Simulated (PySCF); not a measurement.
CH₁₀N₂Si₃, SMILES N[Si@@H]1N[SiH2]C[SiH2]1.

Geometry: PBE0-D3(BJ)/def2-SVP. The structure was generated by enumeration; whether it is a known compound was not checked. Other conformers were not sampled.

The numbers are results of PBE0-D3(BJ)/def2-SVP (PySCF), not measurements.

Frequencies are harmonic and unscaled.

```tsv
mode	ν (cm⁻¹)	IR (km/mol)	moving atoms (share of kinetic energy)
1	65	0.5	N 51 %, H 28 %, Si 12 %, C 9 %
2	101	0.9	H 45 %, C 25 %, Si 20 %, N 10 %
3	131	4.0	H 43 %, N 32 %, Si 24 %
4	229	1.4	H 42 %, N 32 %, Si 24 %
5	266	50.2	H 78 %, Si 12 %, N 10 %
6	302	4.3	Si 58 %, H 25 %, C 12 %
7	350	122.1	H 68 %, N 24 %, Si 8 %
8	355	25.9	Si 53 %, H 24 %, N 21 %
9	420	23.8	Si 48 %, H 35 %, N 16 %
10	453	65.2	H 63 %, Si 22 %, N 15 %
11	479	20.1	H 61 %, Si 36 %
12	516	5.6	H 76 %, Si 17 %
13	591	16.7	H 91 %
14	627	2.3	H 46 %, C 38 %, Si 12 %
15	635	1.2	H 43 %, N 27 %, Si 22 %, C 8 %
16	680	16.5	H 77 %, Si 17 %
17	722	37.7	H 77 %, Si 10 %
18	743	10.7	H 73 %, N 12 %, C 10 %
19	745	57.1	H 49 %, C 24 %, Si 18 %, N 8 %
20	777	28.3	H 67 %, C 24 %, Si 8 %
21	836	121.3	H 69 %, Si 14 %, C 9 %, N 8 %
22	855	82.5	N 47 %, Si 29 %, H 24 %
23	903	364.1	H 38 %, N 34 %, Si 27 %
24	907	334.5	H 74 %, Si 13 %, N 13 %
25	936	80.7	H 90 %
26	940	65.2	H 74 %, Si 13 %, N 12 %
27	981	28.2	H 92 %
28	1006	34.5	H 92 %
29	1035	63.2	H 66 %, C 31 %
30	1153	168.4	H 64 %, N 31 %
31	1374	10.5	H 92 %, C 8 %
32	1543	48.5	H 89 %, N 11 %
33	2189	144.2	H 96 %
34	2203	259.0	H 98 %
35	2208	75.5	H 97 %
36	2216	96.1	H 96 %
37	2221	155.4	H 97 %
38	3080	0.6	H 95 %
39	3154	0.0	H 91 %, C 9 %
40	3610	34.8	H 93 %
41	3610	27.6	H 96 %
42	3713	29.5	H 91 %, N 9 %
```
